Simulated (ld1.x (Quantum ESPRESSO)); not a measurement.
## K (Z = 19): ultrasoft pseudisation with PBE, scalar-relativistic reference atom.

potassium (K), ultrasoft, made with ld1.x (Quantum ESPRESSO) 7.5 (PBE, scalar-relativistic). Core [Ne], reference 3s2 3p6 4s1 4p0. Waves: 3s (bound): rcut 1.70, rcutus 2.15 bohr; 4s (bound): rcut 1.70, rcutus 2.15 bohr; 3p (bound): rcut 2.30, rcutus 2.50 bohr; 4p (bound, empty): rcut 2.30, rcutus 2.50 bohr; 3d channel at 0.1 Ry: rcut 1.70, rcutus 2.15 bohr; 3d channel at 2.6 Ry: rcut 1.70, rcutus 2.15 bohr. Local part: all-electron potential smoothed inside 2.25 bohr (lloc = -2). Core correction: Bessel-smoothed model core inside 1.25 bohr. Augmentation charge: built from norm-conserving waves at rcut, not smoothed further.

All-electron outer shells of the reference configuration (PBE, scalar-relativistic, ld1.x):

| shell | level (eV) | outermost node (bohr) | outermost maximum (bohr) |
| --- | --- | --- | --- |
| 2s | -353.41 | 0.11 | 0.32 |
| 2p | -280.12 | – | 0.26 |
| 3s | -35.34 | 0.48 | 1.08 |
| 3p | -18.81 | 0.45 | 1.15 |
| 4s | -2.32 | 1.59 | 4.18 |
| 4p | -0.80 | 1.88 | 5.71 |

(1) Is the overlap operator S = 1 + Σ q|β⟩⟨β| positive definite (Bessel basis up to 400 Ry)?

A Bessel basis up to 400 Ry misses an occupied level by 0.56 Ry, so cutoffs and ghosts were not judged. The potential misses its own reference levels by up to 0.6 eV.

Answers

(1) Yes: its lowest eigenvalue is 0.14 (p channel).

Its largest configuration-test error is +599 meV (3s2 3p6 4s0 4p0). Test run stopped at test 3 of 5 (negative rho).
